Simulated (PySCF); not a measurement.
Stretching GeCl⁺

Set-up: Ge def2-TZVPPD, Cl def2-TZVPPD; no relativity (PySCF 2.14). Energies in eV from Ge⁺ + Cl in their ground configurations at the same level. State: ¹Σ⁺ (singlet), closed shell.

Curves on a restricted Hartree–Fock reference rise too fast on stretching and do not dissociate correctly.

```tsv
R (Å)	LC-ωPBE	PBE	revPBE	RHF
1.778	-3.192	-3.391	-3.096	-1.723
1.860	-3.948	-4.230	-3.955	-2.544
1.943	-4.336	-4.703	-4.445	-2.983
2.005	-4.452	-4.883	-4.636	-3.130
2.067	-4.456	-4.951	-4.715	-3.161
2.129	-4.375	-4.933	-4.706	-3.104
2.212	-4.170	-4.811	-4.596	-2.926
2.315	-3.808	-4.552	-4.349	-2.593
2.439	-3.285	-4.150	-3.960	-2.100
2.604	-2.526	-3.549	-3.373	-1.375
```

**Question.** Put a parabola through the three lowest points of the LC-ωPBE curve and estimate Re, k and ωe (reduced mass 23.74 u; 1 eV/Å² = 0.16022 mdyn/Å; ωe = 1302.8·√(k/μ) cm⁻¹).

**Answer.** Through R = 2.005, 2.067, 2.129 Å the second-order coefficient is 11.1 eV/Å², so Re ≈ 2.039 Å, k ≈ 3.54 mdyn/Å and ωe ≈ 503 cm⁻¹. A polynomial fit of higher order to the unrounded LC-ωPBE energies gives Re = 2.038 Å, k = 4.02 mdyn/Å, ωe = 536 cm⁻¹; anharmonicity and rounding make the difference.

The higher-order fit for each curve: LC-ωPBE: Re = 2.038 Å, ωe = 536 cm⁻¹, De = 4.47 eV; PBE: Re = 2.083 Å, ωe = 486 cm⁻¹, De = 4.95 eV; revPBE: Re = 2.090 Å, ωe = 481 cm⁻¹, De = 4.72 eV; RHF: Re = 2.055 Å, ωe = 526 cm⁻¹, De = 3.16 eV.

For an ion De counts to the pair picked by the measured ionisation energies or electron affinities, which need not be the lowest pair at this level. Where the molecule has an RHF reference, its open-shell atoms are computed with UHF.
